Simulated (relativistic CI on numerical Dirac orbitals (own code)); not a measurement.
Slater and spin-orbit integrals, Er⁵⁹⁺

Calculated at this level of theory: Dirac-Coulomb-Breit CI, orbitals from a KLI potential per configuration, a model potential for QED, unscaled Slater integrals (own radial code, finite nucleus).

Slater integrals F^k, G^k are unscaled and averaged over j, outside the closed core 1s2; ζ comes from projecting the Hamiltonian with its Breit term on Σ l·s of the shell.

- 2s2.2p5: ζ(2p) = 5.0678e+06 cm⁻¹; <r>(2p) = 0.07422, <r^2>(2p) = 0.006715 (bohr units).
- 2p6.3p: ζ(3p) = 1.4196e+06 cm⁻¹; <r>(3p) = 0.193, <r^2>(3p) = 0.04313 (bohr units).
- 2s2.2p4.3s: F^2(2p,2p) = 1.2754e+06, ζ(2p) = 5.132e+06, G^1(2p,3s) = 136400 cm⁻¹; <r>(2p) = 0.07381, <r^2>(2p) = 0.006639, <r>(3s) = 0.1989, <r^2>(3s) = 0.04519 (bohr units).

Averages of the first 10 configurations, taken without configuration mixing, which lowers the lowest level and can move excited configurations by several eV; other configurations of the list can lie among them:

```tsv
Configuration	Parity	States	Average energy above the lowest level (eV)
2s2.2p5	odd	6	315.2
2s.2p6	even	2	1367.2
2p6.3s	even	2	9829.5
2p6.3p	odd	6	10117.2
2s2.2p4.3s	even	30	7735.9
2p6.3d	even	10	10376.4
2s2.2p4.3p	odd	90	8033.7
2s2.2p4.3d	even	150	8293.2
2s.2p5.3s	odd	24	8754.7
2s.2p5.3p	even	72	9047.5
```
